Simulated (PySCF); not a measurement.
One reaction down a group: Ti, Zr, Hf

The same gas-phase reaction for Ti, Zr, Hf:
- TiCl₄.H₂O + O → TiCl₂(OH)₂ + Cl₂
- ZrCl₄.H₂O + O → ZrCl₂(OH)₂ + Cl₂
- HfCl₄.H₂O + O → HfCl₂(OH)₂ + Cl₂

Energies from PySCF, thermal terms from the rigid-rotor harmonic-oscillator model, ideal gas at 1 bar. † marks an energy on the PBE0/def2-TZVP geometry and frequencies. MP2 and CCSD(T) freeze the core. Open shells (unrestricted): O (multiplicity 3, electronic degeneracy 9); the rest are closed-shell singlets. Spin-orbit splitting is ignored; it lowers the true energy and changes the entropy of O. Hf, Zr: scalar-relativistic def2 core potential, no spin-orbit coupling. Adducts (TiCl₄.H₂O, ZrCl₄.H₂O, HfCl₄.H₂O) have no counterpoise correction, and HF, PBE, BLYP, B3LYP and PBE0 lack dispersion. TiCl₄.H₂O, TiCl₂(OH)₂, ZrCl₄.H₂O, ZrCl₂(OH)₂, HfCl₄.H₂O, HfCl₂(OH)₂: computed as isolated molecules; such fragments, hydroxides, amides, oligomers or adducts are transient or little studied in the gas. MP2 isn't extrapolated to the basis-set limit. CCSD(T) isn't extrapolated to the basis-set limit. The harmonic model lacks anharmonicity and excited electronic states, which grow with temperature; levels with a mode under 35 cm⁻¹ are left out. Soft modes under 120 cm⁻¹ make the harmonic entropy rough for TiCl₄.H₂O, TiCl₂(OH)₂, ZrCl₄.H₂O, ZrCl₂(OH)₂, HfCl₄.H₂O, HfCl₂(OH)₂. Warning, large T1 diagnostic: TiCl₂(OH)₂, TiCl₄.H₂O (CCSD(T)/def2-SVP†).

ΔH°(298 K) in kJ, by level:

| level | Ti | Zr | Hf |
|---|---|---|---|
| ωB97M-V/def2-TZVP† | -255.0 | -212.5 | -207.9 |
| BLYP/def2-TZVP† | -292.7 | -259.3 | -260.0 |
| CCSD(T)/def2-SVP† | -179.8 | -138.1 | -131.4 |
| MP2/def2-TZVPP† | -236.8 | -203.7 | -202.4 |
| MP2/def2-SVP† | -192.6 | -156.8 | -150.6 |

At ωB97M-V/def2-TZVP†, ΔH° rises from Ti to Hf, over a range of 47.1 kJ; the steps are +42.5, +4.6 kJ. 4 of the 5 levels shown give the same order; BLYP/def2-TZVP† orders the members differently. The levels scatter most for Hf (128.6 kJ between the highest and the lowest) and least for Ti (112.9 kJ). ΔS°(298 K) runs from 10.3 to 16.5 J/K, so TΔS° at 298 K spreads over 1.8 kJ among the members, against 47.1 kJ for ΔH°.

Free energies at ωB97M-V/def2-TZVP†:

```json
[
 {"member": "Ti", "ΔS°(298 K), J/K": "16.5", "ΔG°(298 K), kJ": "-260", "ΔG°(1400 K), kJ": "-271", "ΔG° changes sign": "none from 298 to 2500 K"},
 {"member": "Zr", "ΔS°(298 K), J/K": "10.3", "ΔG°(298 K), kJ": "-216", "ΔG°(1400 K), kJ": "-221", "ΔG° changes sign": "none from 298 to 2500 K"},
 {"member": "Hf", "ΔS°(298 K), J/K": "12.2", "ΔG°(298 K), kJ": "-212", "ΔG°(1400 K), kJ": "-219", "ΔG° changes sign": "none from 298 to 2500 K"}
]
```

The NASA 1993 table holds none of these reactions whole; the comparison is among the levels.
